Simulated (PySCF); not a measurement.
# WOF₂: from structure and modes to constants

Method: PySCF, PBE0, basis W def2-TZVP with ECP60, O def2-TZVP, F def2-TZVP (scalar-relativistic core potentials, no spin–orbit coupling, density fitting).

The singlet minimum has C2v symmetry. Masses (u): W 183.95093, O 15.99492, F 18.99840.

```xyz
4
charge 0 multiplicity 1, angstrom
W     0.0058    0.0000    0.0000
O     1.6756    0.0000    0.0000
F    -0.7172    1.6823    0.0000
F    -0.7172   -1.6823    0.0000
```

Harmonic wavenumbers (cm⁻¹): 131.5 (b1, ×1), 176.4 (a1, ×1), 274.9 (b2, ×1), 718.5 (a1, ×1), 736.8 (b2, ×1), 1099.8 (a1, ×1).

Question: Find the principal moments of inertia and the rotational constants. What kind of rotor is it?

Answer: About the centre of mass I = 64.458, 107.53, 171.99 u Å². With B = 16.8576/I this gives 0.2615, 0.1568, 0.09802 cm⁻¹. The molecule is an asymmetric top with κ = -0.28.

Question: Give the standard entropy (298.15 K, 1 bar) by its translational, rotational, vibrational and spin parts, and Cp.

Answer: Sackur–Tetrode with M = 237.94 u gives 177.1; rotation with symmetry number 2 gives 100.9; vibration 31.2; spin R ln 1 = 0.0. The total is 309.3 J/(mol K), and Cp = 4 R + 30.7 = 64.0 J/(mol K).

Stability towards spin polarisation was not tested. Other isomers or separated fragments may lie lower. Spin–orbit coupling, left out here, can matter for elements this heavy.
